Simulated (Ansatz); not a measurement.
`[SiH3]OB(S)S` + `NCS` → `NCS[SiH3]` + `OB(S)S`  (ligand exchange at the Si–O bond)

Gas-phase electronic energies from Ansatz, PBE0-D4/def2-TZVP geometries. CCSD(T)/CBS is the MP2 limit (def2-TZVPP, def2-QZVPP) plus CCSD(T) − MP2 in def2-TZVPP, frozen cores. This one scheme is used for every species. One conformer a species, not always the lowest.

`[SiH3]OB(S)S`:

```xyz
10

Si    1.563    0.902   -0.278
O     0.309   -0.150   -0.502
B    -0.834   -0.500    0.128
S    -1.296    0.289    1.704
S    -1.926   -1.761   -0.584
H     1.440    1.585    1.034
H     1.530    1.896   -1.377
H     2.820    0.120   -0.334
H    -2.443   -0.385    1.875
H    -1.164   -1.996   -1.665
```

`NCS`:

```xyz
8

N    -0.614   -0.829    0.481
C    -0.201    0.242   -0.395
S     0.530    1.636    0.500
H    -1.084   -1.556   -0.046
H     0.183   -1.247    0.943
H    -1.087    0.659   -0.880
H     0.501   -0.039   -1.189
H     1.772    1.133    0.585
```

`NCS[SiH3]`:

```xyz
11

N     1.835    1.178   -0.488
C     0.966    0.073   -0.183
S    -0.206    0.616    1.118
Si   -1.832   -0.676    0.671
H     2.629    0.876   -1.037
H     1.344    1.904   -0.994
H     1.565   -0.747    0.216
H     0.379   -0.310   -1.029
H    -2.268   -0.504   -0.741
H    -2.926   -0.299    1.599
H    -1.486   -2.110    0.867
```

`OB(S)S`:

Cartesian coordinates in Å:
```
O -0.180 -1.428 -0.164
B 0.045 -0.098 -0.023
S 1.717 0.584 -0.262
S -1.331 0.998 0.407
H 0.597 -1.945 -0.392
H 1.407 1.867 -0.020
H -2.254 0.022 0.455
```

| species | HF/def2-TZVPP energy (Eh) |
| --- | --- |
| `[SiH3]OB(S)S` | -1186.68791 |
| `NCS` | -492.79710 |
| `NCS[SiH3]` | -782.92582 |
| `OB(S)S` | -896.53955 |

Task: Work out ΔE.

Result: ΔE = (-782.92582) + (-896.53955) − (-1186.68791) − (-492.79710) = 0.01964 Eh = +12.3 kcal/mol. CCSD(T)/CBS gives +8.3 kcal/mol.

Largest T1 diagnostic among the species: 0.013.

In def2-TZVPP, CCSD(T) changes the Hartree–Fock value by −3.6 kcal/mol (the triples alone add −0.7 kcal/mol) and MP2 by −4.1 kcal/mol. From PBE to PBE0 (25 % exact exchange), in def2-TZVPP and without D4, ΔE moves by +1.0 kcal/mol.
